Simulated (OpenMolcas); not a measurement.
**Levels of Cu IV by method**

```yaml
Program: OpenMolcas 26.06
Basis: ANO-R3 [7s5p5d3f2g1h]
Scalar_Hamiltonian: X2C, finite nucleus
Active_space: 8 electrons in 5 orbitals (3d)
State_averaging: 2S+1 = 3 even, 10 roots; 2S+1 = 1 even, 15 roots
Spin-orbit_coupling: RASSI with atomic mean-field integrals over the reference wave functions, term energies averaged over their components
```

Methods on the same reference wave functions:
A. CASSCF
B. SS-CASPT2, IPEA 0.25 Eh, imaginary shift 0.1 Eh (closed shells correlated: 3s 3p)

Energies in eV above 3d⁸ ³F₄, the measured ground level; measured values from Sugar and Musgrove, J. Phys. Chem. Ref. Data 19, 527 (1990).

| Level | A | B | Measured |
| --- | --- | --- | --- |
| 3d⁸ ³F₄ | 0.0000 | 0.0000 | 0.0000 |
| 3d⁸ ³F₃ | 0.2283 | 0.2288 | 0.2308 |
| 3d⁸ ³F₂ | 0.3825 | 0.378 | 0.3816 |
| 3d⁸ ¹D₂ | 2.4316 | 1.919 | 2.0145 |
| 3d⁸ ³P₂ | 2.9503 | 2.450 | 2.4421 |
| 3d⁸ ³P₁ | 3.0057 | 2.507 | 2.4917 |
| 3d⁸ ³P₀ | 3.0493 | 2.548 | 2.5321 |
| 3d⁸ ¹G₄ | 3.7700 | 3.308 | 3.3368 |
| 3d⁸ ¹S₀ | 9.0568 | 7.580 | 7.6196 |

Deviations, from unrounded energies. A percentage is the sum of absolute deviations over the sum of measured energies, with the sign that they share, or ± where signs differ.

```csv
Against measurement,Levels,A,B
mean absolute deviation (cm-1),8,3900,210
fine structure of the ground term (%),2,±0.6,-0.9
other terms of the ground configuration (%),6,+18.7,±1.0
```

B lies closest to measurement on these levels. The largest miss of B in the table is 3d⁸ ¹D₂, by -770 cm-1. The ranking rests on the paired levels alone, and a cruder setting can come out closer through cancelling errors.

From A to B the spin-free energies of the other terms of 3d⁸ shown, above ³F, scale by factors of 0.77 to 0.87, as is usual when dynamic correlation screens the repulsion within a d or f shell.

The lowest spin-free term lies below A's lowest term by 0.714 hartree in B.

CASPT2 breaks the degeneracy within a term, and the mean is taken; among the terms shown or strongly mixed into the levels shown the widest spread is 880 cm-1 (3d⁸ ³F, B). Without dynamic correlation excited terms often stand tens of per cent too high (terms of higher spin than the ground term too low), and those without a measured partner can miss by more than the paired ones (holds for A). Measured partners are found by configuration, term and J. A level has none where our copy of the source lacks it or the pairing is in doubt (some pairs that miss far off the trend of their configuration count as doubtful), and it then counts in no deviation. Levels of configurations outside the active space are missing.
